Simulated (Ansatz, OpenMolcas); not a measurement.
Worked example: HNC + GeH2Br → CN + GeH3Br

Species: HNC (hydrogen isocyanide) `[C-]#[NH+]`, singlet; GeH2Br `[GeH2][Br]`, doublet; CN, doublet; GeH3Br `[GeH3][Br]`, singlet. A radical takes H: the energy is the difference in strength between the N–H bond broken and the Ge–H bond made.

Shapes, held fixed at every level: PBE0-D4/def2-TZVP. Programs: Ansatz 0.2.0, OpenMolcas 26.06. A level may come from different programs for different species; with the same settings they agree closely. The zero-point and thermal change to 298 K, harmonic and unscaled (PBE0-D4/def2-TZVP), is -4.9 kJ/mol.

At B2PLYP/def2-TZVPP; 1 Eh = 2625.50 kJ/mol:

| species | energy (Eh) |
| --- | --- |
| HNC | -93.368704 |
| GeH2Br | -4651.601500 |
| CN | -92.682078 |
| GeH3Br | -4652.237621 |

Work out ΔH(298 K) of the reaction at this level.


1. Products less reactants: (-92.682078) + (-4652.237621) − [(-93.368704) + (-4651.601500)] = 0.050505 Eh = +132.6 kJ/mol.
2. With the thermal change: +132.6 + (-4.9) = +127.7 kJ/mol.

Other levels give +122.3 (HF/def2-TZVPP) to +156.7 kJ/mol (wB97M-V/def2-TZVPP). No measured value is set beside it here. Spin contamination: CN (⟨S²⟩ up to 1.11). Open shells run unrestricted. Relativity is left out for Br, Ge. Outer-core shells of Br, Ge are correlated, in sets that cover them unevenly.
